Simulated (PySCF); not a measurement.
**Working out the excitation energy of Cl²⁺**

Cl²⁺ [Ne] 3s2 3p3 (4S) → Cl²⁺ [Ne] 3s1 3p4 (4P). All numbers are calculated (PySCF 2.14, the non-relativistic Hamiltonian (point nucleus), in aug-cc-pwCVDZ (6s5p3d, 36 functions)). Frozen: nothing. Energies in hartree (1 hartree = 27.21139 eV):

```tsv
part	Cl²⁺ (lower)	Cl²⁺ (upper)
UHF	-458.210800	-457.736964
MP2 opposite-spin	-0.162373	-0.164956
MP2 same-spin	-0.067800	-0.066428
```

**Question.** What does Hartree-Fock give?

**Answer.** (-457.736964) − (-458.210800) = 0.473836 hartree = 12.894 eV.

**Question.** What do MP2 and SCS-MP2 (6/5 opposite-spin, 1/3 same-spin) give?

**Answer.** The opposite-spin parts differ by -0.070 eV and the same-spin parts by 0.037 eV. MP2: 12.894 + (-0.070) + (0.037) = 12.861 eV. SCS-MP2: 12.894 + 1.2 × (-0.070) + (0.037)/3 = 12.822 eV.

A double-zeta basis recovers only part of the correlation energy.
